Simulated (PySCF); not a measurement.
Al(F)2(SMe) (CH₃AlF₂S), SMILES [F][Al]([S]C)[F].

Geometry optimised at B3LYP-D3(BJ)/def2-SVP. The structure was generated by enumeration; whether it is a known compound was not checked. Other conformers were not sampled.

Method: TDA-PBE/def2-SVPD run with PySCF.

Vertical excitations. Gas-phase values at a fixed geometry. State labels are in the subgroup Cs.

| state | symmetry | energy (eV) | λ (nm) | f | main pairs |
|---|---|---|---|---|---|
| S1 | A" | 4.60 | 269 | 0.036 | HOMO→LUMO 100 % |
| S2 | A" | 5.64 | 220 | 0.003 | HOMO→LUMO+1 98 % |
| S3 | A' | 5.74 | 216 | 0.002 | HOMO→LUMO+2 55 %, HOMO−1→LUMO 45 % |
| S4 | A' | 6.44 | 193 | 0.234 | HOMO−1→LUMO 50 %, HOMO→LUMO+2 37 % |
| S5 | A" | 6.91 | 180 | 0.009 | HOMO→LUMO+3 96 % |
| S6 | A" | 6.94 | 179 | 0.021 | HOMO−1→LUMO+2 92 % |
| S7 | A' | 7.03 | 176 | 0.008 | HOMO−1→LUMO+1 92 % |
| S8 | A" | 7.41 | 167 | 0.000 | HOMO→LUMO+4 98 % |
| S9 | A' | 7.49 | 166 | 0.007 | HOMO−2→LUMO 97 % |
| S10 | A' | 7.57 | 164 | 0.029 | HOMO→LUMO+5 96 % |
| T1 | A" | 4.27 | 290 | 0 | HOMO→LUMO 99 % |
| T2 | A' | 5.02 | 247 | 0 | HOMO→LUMO+2 91 % |
| T3 | A" | 5.13 | 242 | 0 | HOMO→LUMO+1 99 % |
| T4 | A' | 5.57 | 223 | 0 | HOMO−1→LUMO 91 % |
Triplets are in the Tamm–Dancoff approximation.
